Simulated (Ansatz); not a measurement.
Basis sets compared for (HBe-mu-Br)2 (Be2H2Br2). Charge 0, multiplicity 1. Geometry B3LYP-D4/def2-TZVP. Ansatz on 4 threads of Intel Xeon on a shared host; times are rough, and most runs start from earlier orbitals.

```xyz
6

Be   -0.116    0.054    1.374
H    -0.242    0.103    2.694
Br   -0.352    1.643   -0.095
Be    0.118   -0.054   -1.374
H     0.218   -0.109   -2.696
Br    0.374   -1.639    0.096
```

Binding counts from free atoms (Be singlet, H doublet, Br doublet) in the same basis, without a counterpoise term.

```json
{"level": "HF/STO-3G", "functions": "48", "energy (Eh)": "-5119.5979", "HOMO (eV)": "-10.07", "LUMO (eV)": "5.67", "binding per atom (eV)": "3.12", "wall time": "0.45 s"}
{"level": "HF/def2-TZVP", "functions": "146", "energy (Eh)": "-5175.4112", "HOMO (eV)": "-11.53", "LUMO (eV)": "1.75", "binding per atom (eV)": "2.13", "wall time": "2.7 s"}
{"level": "PBE-D4/def2-SVP", "functions": "92", "energy (Eh)": "-5177.6311", "HOMO (eV)": "-7.04", "LUMO (eV)": "-1.79", "binding per atom (eV)": "2.70", "wall time": "1.3 s"}
{"level": "PBE-D4/def2-TZVP", "functions": "146", "energy (Eh)": "-5178.2909", "HOMO (eV)": "-7.06", "LUMO (eV)": "-1.72", "binding per atom (eV)": "2.69", "wall time": "2.1 s"}
{"level": "r2SCAN-D4/def2-TZVP", "functions": "146", "energy (Eh)": "-5179.0860", "HOMO (eV)": "-7.39", "LUMO (eV)": "-1.29", "binding per atom (eV)": "2.74", "wall time": "3.6 s"}
{"level": "PBE0-D4/def2-SVP", "functions": "92", "energy (Eh)": "-5177.8287", "HOMO (eV)": "-8.39", "LUMO (eV)": "-0.99", "binding per atom (eV)": "2.69", "wall time": "2 s"}
{"level": "PBE0-D4/def2-TZVP (with forces)", "functions": "146", "energy (Eh)": "-5178.4888", "HOMO (eV)": "-8.37", "LUMO (eV)": "-0.89", "binding per atom (eV)": "2.68", "wall time": "3.9 s"}
```

Estimate the rows for PBE-D4/def2-TZVPD, r2SCAN-D4/def2-TZVPD, PBE0-D4/def2-TZVPD.


| level | functions | energy (Eh) | HOMO (eV) | LUMO (eV) | binding per atom (eV) | wall time |
| --- | --- | --- | --- | --- | --- | --- |
| PBE-D4/def2-TZVPD | 176 | -5178.2929 | -7.08 | -1.76 | 2.70 | 3.4 s |
| r2SCAN-D4/def2-TZVPD | 176 | -5179.0875 | -7.40 | -1.31 | 2.75 | 5.5 s |
| PBE0-D4/def2-TZVPD | 176 | -5178.4906 | -8.39 | -0.95 | 2.69 | 4.5 s |
